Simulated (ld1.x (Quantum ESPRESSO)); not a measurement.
# Building the ultrasoft potential for rubidium (Rb) (PW91, scalar-relativistic).

Rb (Z = 37), ultrasoft, made with ld1.x (Quantum ESPRESSO) 7.5 (PW91, scalar-relativistic). Core [Ar] 3d10, reference 4s2 4p6 4d0 5s0.5 5p0.5. Waves: 4s (bound): rcut 2.40, rcutus 2.80 bohr; 5s (bound): rcut 2.40, rcutus 2.80 bohr; 4p (bound): rcut 3.35, rcutus 4.40 bohr; 5p (bound): rcut 3.35, rcutus 4.40 bohr; 4d (bound, empty): rcut 3.75, rcutus 4.50 bohr; 4d channel at 1.8 Ry: rcut 3.75, rcutus 4.50 bohr. Local part: all-electron potential smoothed inside 2.20 bohr (lloc = -1). Core correction: none. Augmentation charge: PSQ, inside the norm-conserving radii.

All-electron outer shells of the reference configuration (PW91, scalar-relativistic, ld1.x):

| shell | level (eV) | outermost node (bohr) | outermost maximum (bohr) |
| --- | --- | --- | --- |
| 3p | -225.71 | 0.19 | 0.44 |
| 3d | -104.84 | – | 0.39 |
| 4s | -32.71 | 0.62 | 1.25 |
| 4p | -16.75 | 0.64 | 1.42 |
| 5s | -2.59 | 1.78 | 4.27 |
| 5p | -1.08 | 2.19 | 6.21 |
| 4d | -0.34 | 0.70 | 6.53 |

Results:

```
Configuration tests                       : test run stopped at test 5 of 7 (negative rho), 4 before it not solved; not counted: 4s2 4p6 4d0 5s1 5p0 (solver errors, printed error -513 eV); 4s2 4p6 4d0 5s0.5 5p0 (solver errors, printed error -490 eV); 4s2 4p6 4d0 5s0 5p0 (solver errors, printed error -463 eV); 1 more
Lowest eigenvalue of the overlap operator : -3.76 (p channel); it is negative, so in a basis up to 400 Ry S is not positive definite and the file is unfit for use
Density cutoff estimated by the generator : 44 Ry
```

The ghost test of this file was not conclusive. Its overlap operator is not positive definite in a basis up to 400 Ry (lowest eigenvalue s -0.01, p -3.76), so the file is unfit for use: the generalised eigenproblem breaks down once the basis is large enough, and its test numbers describe a broken file.

Generation and tests took about 6.5 s on one core of a shared server CPU.
